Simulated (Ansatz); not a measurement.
CH$_{2}$BFN$_{2}$ (`N=C1NB1F`). The species carries charge 0 and has multiplicity 1.

Cartesian coordinates in Å:
```
N 1.4953 0.4175 0.7239
C 0.3527 0.1453 0.2866
N -0.1015 -0.3914 -0.9408
B -1.1068 -0.1091 -0.0438
F -2.4032 -0.1537 0.1082
H 1.4343 0.7953 1.6653
H 0.3292 -0.7039 -1.7994
```

(1) List the harmonic frequencies (cm⁻¹, unscaled) at PBE0-D4/def2-TZVP in Ansatz. (An estimate is asked.)

(2) Is this a minimum?

(3) Give the ideal-gas thermochemistry at 298.15 K and 1 bar (rigid rotor, harmonic oscillator; point group Cs, symmetry number 1).

(4) And at 400, 500, 600, 800 and 1000 K?

Answers

(1) Computed: 244, 288, 543, 579, 613, 701, 799, 842, 1037, 1137, 1272, 1614, 1882, 3529, 3592.

(2) Yes, all 15 modes are real.

(3) Zero-point energy 111.7 kJ/mol; H(298) − E = 126.3 kJ/mol; entropy 290.4 J/(mol·K), of which translation 162.2, rotation 104.8, vibration 23.4; G(298) − E = 39.7 kJ/mol.

(4) 
```json
{"T (K)": "400", "H − E (kJ/mol)": "134.5", "S (J/mol/K)": "314.1", "G − E (kJ/mol)": "8.9"}
{"T (K)": "500", "H − E (kJ/mol)": "143.9", "S (J/mol/K)": "335.0", "G − E (kJ/mol)": "-23.6"}
{"T (K)": "600", "H − E (kJ/mol)": "154.3", "S (J/mol/K)": "353.9", "G − E (kJ/mol)": "-58.1"}
{"T (K)": "800", "H − E (kJ/mol)": "177.2", "S (J/mol/K)": "386.8", "G − E (kJ/mol)": "-132.2"}
{"T (K)": "1000", "H − E (kJ/mol)": "202.1", "S (J/mol/K)": "414.6", "G − E (kJ/mol)": "-212.4"}
```
